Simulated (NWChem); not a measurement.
AlH3O; SMILES [AlH2][OH]

```xyz
5

Al     0.0000    -0.0415     0.5606
H      0.0000     1.4071     1.2134
H      0.0000    -1.3917     1.3819
O      0.0000    -0.2183    -1.1343
H      0.0000     0.4908    -1.7790
```
Atoms are numbered in this order, from 1.

Coordinates come from a PBE0/def2-SVP optimisation.

 Unshifted, non-relativistic core excitations; the lowest 4 roots alone, so stronger bands may lie above.

Task: List the first Al K-edge excitations from B3LYP/cc-pVTZ, restricted-window TDA (NWChem).

Result: 
```
state  energy (eV)  dipole oscillator strength           leading excitation (squared amplitude)
-----  -----------  --------------------------  -----------------------------------------------
S1          1522.0                      0.0053    1s of atom 1 or its equivalents → LUMO (0.99)
S2          1523.6                      0.0006  1s of atom 1 or its equivalents → LUMO+1 (0.97)
S3          1524.5                      0.0010  1s of atom 1 or its equivalents → LUMO+2 (0.97)
S4          1526.1                      0.0000  1s of atom 1 or its equivalents → LUMO+3 (0.97)
```
